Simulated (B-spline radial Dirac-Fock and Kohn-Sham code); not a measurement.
**What relativity does to the binding energies of Ni**

System: atomic nickel, [Ar] 3d8 4s2.

Both columns are ΔSCF binding energies of the configuration average from an atomic code on a B-spline grid: non-relativistic Hartree-Fock with a point nucleus, and Dirac-Fock with a finite nucleus and the Coulomb interaction alone, averaged over the two j levels with weights 2j+1.

```
shell  Hartree-Fock (eV)  Dirac-Fock (eV)  shift (eV)  shift (%)
   1s             8270.4           8360.1      +89.63      +1.08
   2s             1008.9           1028.2      +19.26      +1.91
   2p              871.8            875.6       +3.85      +0.44
   3s              126.4            129.4       +3.00      +2.37
   3p              82.89            83.47       +0.57      +0.69
   3d              13.74            13.29       -0.45      -3.29
   4s               7.22             7.35       +0.12      +1.68
```

Relativity binds 1s, 2s, 2p, 3s, 3p, 4s more strongly, among those listed most of all 3s in relative terms, and 3d more weakly, because the contracted s and p shells screen the nucleus better.

Values without a named source are computed, but for edge energies of neutral atoms, which are taken from tables.
